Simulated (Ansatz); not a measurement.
**Four-centre ligand exchange**

Start structure (InH$_{2}$BrCl$_{2}$, closed shell), relaxed at PBE0-D4/def2-TZVP:

In1  (-0.468, -0.700, -0.205)
Br2  (0.208, -1.761, 1.879)
Cl3  (0.729, -1.046, -2.137)
Cl4  (-2.413, 0.522, -0.319)
H5  (1.075, 1.328, 0.713)
H6  (0.868, 1.657, 0.070)
(Å)

The step: InBrCl₂ ([Cl][In]([Cl])[Br]) + H₂ → InHCl₂ ([Cl][InH][Cl]) + HBr (still joined by a long In–Br bond); bonds formed: In1–H6, Br2–H5; bonds broken: H5–H6; bonds weakened to dative contacts: In1–Br2. Computed with Ansatz 0.2.0 (basis: def2-TZVPP and def2-QZVPP); correlated methods freeze the cores. Filled d shells of the heavier atoms are correlated. Core potentials replace the inner electrons of the atoms past krypton. The def2 sets are not built for correlating such inner shells, so the correlated values are less sure here. Extrapolation: Hartree–Fock as exp(−7.88 √X), correlation as X^−2.97. Energies below are by CCSD(T) at an estimated basis limit (MP2 extrapolated from triple and quadruple zeta, plus CCSD(T) − MP2 in triple zeta).

Task: What are the electronic barrier and the energy of the step, from the start structure to the end structure? (To be estimated.)

Result: The calculation gives: Barrier 1.580 eV; step energy 0.847 eV (uphill); reverse barrier, their difference, 0.733 eV. Barrier and step energy count from the start structure, the reverse barrier from the end structure.

The saddle point: One imaginary mode of 1012i cm⁻¹.
| pair | start (Å) | saddle (Å) | end (Å) |
| --- | --- | --- | --- |
| In1–H6 | 2.72 | 1.85 | 1.70 |
| Br2–H5 | 3.41 | 1.66 | 1.42 |
| In1–Br2 | 2.44 | 2.78 | 3.05 |
| H5–H6 | 0.75 | 1.14 | 3.35 |

Zero-point energy (harmonic, PBE0-D4): ZPE is 0.410 eV at the start and 0.389 eV at the saddle, so the barrier goes from 1.580 to 1.559 eV.

No T1 diagnostic of these runs exceeds 0.012. The end structure is not quite a true minimum (one mode of 83i cm⁻¹).

Labels in which every atom is bracketed show which atoms are joined, not bond orders.

For scale, one of the runs: CCSD(T)/def2-TZVPP, 210 basis functions, launched by `ansatz run in.yaml --threads 8 --pin off --events-out ev --progress --plain --max-ram 19148MiB`. Time: 29 s of wall clock on 8 CPU threads of an AMD EPYC 7R43; the host was shared. Peak host memory: 2.1 GiB.
